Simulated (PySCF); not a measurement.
C₅H₈OP₂Si: full NMR table

* Formula: C5H8OP2Si
* SMILES: [SiH3]C/P=P\c1ccoc1
* InChI: InChI=1S/C5H8OP2Si/c9-4-7-8-5-1-2-6-3-5/h1-3H,4H2,9H3
* Point group of the computed structure: C1
* Carbon signals: 5
* Proton signals: 5

Molfile (atoms numbered from 1):
```
C5H8OP2Si
     RDKit          3D

 17 17  0  0  0  0  0  0  0  0999 V2000
   -2.0669   -0.7558   -0.8066 Si  0  0  0  0  0  4  0  0  0  0  0  0
   -1.7014   -0.3638    1.0285 C   0  0  0  0  0  0  0  0  0  0  0  0
   -1.9167    1.4403    1.3890 P   0  0  0  0  0  0  0  0  0  0  0  0
   -0.0997    2.3520    1.2201 P   0  0  0  0  0  0  0  0  0  0  0  0
    1.0625    1.0330    0.7757 C   0  0  0  0  0  0  0  0  0  0  0  0
    1.6098    0.7808   -0.5159 C   0  0  0  0  0  0  0  0  0  0  0  0
    2.4743   -0.2540   -0.3608 C   0  0  0  0  0  0  0  0  0  0  0  0
    2.5122   -0.6580    0.9202 O   0  0  0  0  0  0  0  0  0  0  0  0
    1.6615    0.1246    1.6037 C   0  0  0  0  0  0  0  0  0  0  0  0
   -3.4263   -0.3192   -1.1227 H   0  0  0  0  0  0  0  0  0  0  0  0
   -1.1030   -0.0534   -1.6551 H   0  0  0  0  0  0  0  0  0  0  0  0
   -1.9326   -2.2044   -0.9728 H   0  0  0  0  0  0  0  0  0  0  0  0
   -0.7032   -0.7082    1.2998 H   0  0  0  0  0  0  0  0  0  0  0  0
   -2.4220   -0.8920    1.6541 H   0  0  0  0  0  0  0  0  0  0  0  0
    1.3792    1.3088   -1.4185 H   0  0  0  0  0  0  0  0  0  0  0  0
    3.0994   -0.7756   -1.0582 H   0  0  0  0  0  0  0  0  0  0  0  0
    1.5658   -0.0430    2.6589 H   0  0  0  0  0  0  0  0  0  0  0  0
  1  2  1  0
  2  3  1  0
  3  4  2  0
  4  5  1  0
  5  6  1  0
  6  7  2  0
  7  8  1  0
  8  9  1  0
  9  5  2  0
  1 10  1  0
  1 11  1  0
  1 12  1  0
  2 13  1  0
  2 14  1  0
  6 15  1  0
  7 16  1  0
  9 17  1  0
M  END
```

[PySCF: σ from GIAO-PBE0/pcSseg-1; GFN2-xTB geometry; non-relativistic Hamiltonian; no solvent model; rapidly exchanging positions averaged; one computed conformer]

Chemical shifts δ = σref − σ; TMS for ¹H (σref 31.72), ¹³C (σref 186.93), ²⁹Si (σref 349.16); H3PO4 for ³¹P (σref 318.38); H2O for ¹⁷O (σref 336.08), all at this level.

| carbon | δC, type | δH (multiplicity) | HMBC from (2–3 bonds) | span of the C tensor (ppm) |
| --- | --- | --- | --- | --- |
| C2 | 27.9, CH2 | 2.61 (m) | H10/H11/H12 | 56 |
| C5 | 131.3, C | – | H16, H17, H15 | 160 |
| C6 | 120.1, CH | 6.47 (m) | H16, H17 | 180 |
| C7 | 150.4, CH | 7.83 (m) | H17, H15 | 155 |
| C9 | 144.1, CH | 7.07 (m) | H16, H15 | 130 |

Other nuclei:
```json
{"atoms": "H10/H11/H12", "nucleus": "¹H", "environment": "hydrogen on a silicon bonded to C", "δ (ppm)": "3.69", "σ (ppm)": "28.03"}
{"atoms": "P3", "nucleus": "³¹P", "environment": "phosphorus bonded to C, P", "δ (ppm)": "620.3", "σ (ppm)": "-301.9"}
{"atoms": "P4", "nucleus": "³¹P", "environment": "phosphorus bonded to C, P", "δ (ppm)": "516.8", "σ (ppm)": "-198.4"}
{"atoms": "Si1", "nucleus": "²⁹Si", "environment": "silicon bonded to C, 3 H", "δ (ppm)": "-72.8", "σ (ppm)": "421.9"}
{"atoms": "O8", "nucleus": "¹⁷O", "environment": "aromatic ring oxygen", "δ (ppm)": "313.8", "σ (ppm)": "22.3"}
```

1. δC 150.4, 144.1: aromatic CH next to the ring oxygen.
2. δC 131.3: substituted aromatic carbon.
3. δC 120.1: aromatic CH.
4. δH 7.83, 7.07: hydrogen on an aromatic CH next to the ring oxygen; the ring current deshields protons in the ring plane.
5. δH 6.47: hydrogen on an aromatic CH; ring-current deshielding.

Splittings by ³¹P in the carbon and heteronuclear signals aren't shown, as no couplings were computed. Shifts are as computed. Against solution values, carbons near 30 ppm lie about +3 ppm off and those near 130 ppm about +5 ppm. Of 1211 compounds with measured shifts, 218 miss one by over three times the rms of a fit or turn the order of signals round; such compounds aren't used in these exercises. Unscaled 17O shifts of doubly bonded oxygen tend to come out too high, by tens of ppm or more. Experimental scales use liquid or dissolved standards, which lie at an offset from isolated H2O (liquid H2O: subtract about 36 ppm) and H3PO4. Multiplicities follow the n + 1 count of equivalent neighbours, as no J values were calculated; m marks all less simple cases, F and P coupling included.
